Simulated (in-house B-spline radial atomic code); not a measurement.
A fraction x of an electron is removed from 5s in the xenon ion Xe³⁺, starting from [Kr] 4d10 5s2 5p3 and keeping the highest spin. Level of theory: non-relativistic SCAN, spin-polarised, spherical fractional occupations, point nucleus; calculated with an all-electron radial atomic-structure program (B-spline basis).

```json
{"x": "0", "E(x) - E(0) (eV)": "0.0000", "5s down level (eV)": "-46.383"}
{"x": "0.12", "E(x) - E(0) (eV)": "5.6352", "5s down level (eV)": "-47.533"}
{"x": "0.24", "E(x) - E(0) (eV)": "11.4068", "5s down level (eV)": "-48.656"}
{"x": "0.29", "E(x) - E(0) (eV)": "13.8512", "5s down level (eV)": "-49.117"}
{"x": "0.48", "E(x) - E(0) (eV)": "23.3481", "5s down level (eV)": "-50.842"}
{"x": "0.5", "E(x) - E(0) (eV)": "24.3667", "5s down level (eV)": "-51.025"}
{"x": "0.6", "E(x) - E(0) (eV)": "?", "5s down level (eV)": "?"}
{"x": "0.66", "E(x) - E(0) (eV)": "?", "5s down level (eV)": "?"}
{"x": "0.82", "E(x) - E(0) (eV)": "41.1647", "5s down level (eV)": "-53.978"}
{"x": "0.91", "E(x) - E(0) (eV)": "46.0604", "5s down level (eV)": "-54.810"}
{"x": "1", "E(x) - E(0) (eV)": "51.0279", "5s down level (eV)": "-"}
```

Q: What belongs in the row x = 0.6?

A: An energy change of 29.5152 eV; 5s down at -51.941 eV.

Q: What belongs in the row x = 0.66?

A: An energy change of 32.6480 eV; 5s down at -52.488 eV.

Q: Check Janak's theorem between x = 0.12 and 0.24.

A: The slope of the energy is 48.10 eV; the orbital levels give 48.09 eV (-ε of the emptying orbital, averaged over the two points).
